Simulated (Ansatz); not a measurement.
Two isomers of C2H8OSSi: A = `C[SiH](O)CS`, B = `CO[SiH2]CS`.

Computed with Ansatz on PBE0-D4/def2-TZVP structures; ΔE is electronic, products minus reactants. CCSD(T)/CBS is the MP2 limit (def2-TZVPP, def2-QZVPP) plus CCSD(T) − MP2 in def2-TZVPP, frozen cores. DFT in def2-TZVPP. B3LYP here is the variant with VWN-RPA as its local correlation; programs differ in this. One conformer a species, not always the lowest.

A:

Z-matrix (Å, degrees):
```
C
Si 1 1.863
H 1 1.093 2 112.1
H 1 1.093 2 110.0 3 -119.6
H 1 1.094 2 110.9 3 121.1
O 2 1.647 1 112.5 3 61.1
C 2 1.883 1 110.3 3 -59.6
H 2 1.487 1 109.6 3 179.3
H 6 0.962 2 113.8 1 -84.2
S 7 1.818 2 110.7 1 72.4
H 7 1.093 2 109.0 1 -173.2
H 7 1.092 2 114.4 1 -53.2
H 10 1.343 7 97.6 2 -60.2
```

B:

```xyz
13

C    -0.737   -0.594    1.978
O    -0.648   -0.214    0.625
Si    0.662    0.546   -0.014
C     0.344    0.665   -1.847
S     0.030   -0.967   -2.572
H     0.085   -1.261    2.262
H    -1.679   -1.124    2.125
H    -0.724    0.279    2.641
H     1.900   -0.236    0.256
H     0.811    1.903    0.588
H    -0.469    1.357   -2.077
H     1.245    1.044   -2.337
H    -0.821   -1.397   -1.626
```

(1) Which isomer does CCSD(T)/CBS put lower? Give the gap. (An estimate is asked.)

(2) Give E(B) − E(A) in kcal/mol with ωB97M-V, MP2/def2-TZVPP, PBE-D4, CCSD/def2-TZVPP, HF/def2-TZVPP, B3LYP, B2PLYP. (An estimate is asked.)

Largest T1 diagnostic: 0.011.

Results:

(1) Computed: A, by 25.7 kcal/mol.

(2) Computed: ωB97M-V 25.3, MP2/def2-TZVPP 26.3, PBE-D4 25.1, CCSD/def2-TZVPP 24.3, HF/def2-TZVPP 20.5, B3LYP 22.8, B2PLYP 24.0. None reverses the order clearly.

The D4 term adds +0.8 kcal/mol with B3LYP and +0.4 kcal/mol with PBE0; it sums over pairs of atoms, weighted by their polarisabilities, and B3LYP, whose exchange is more repulsive, gets the larger term. In def2-TZVPP, CCSD(T) changes the Hartree–Fock value by +4.2 kcal/mol (the triples alone add +0.5 kcal/mol) and MP2 by +5.8 kcal/mol.
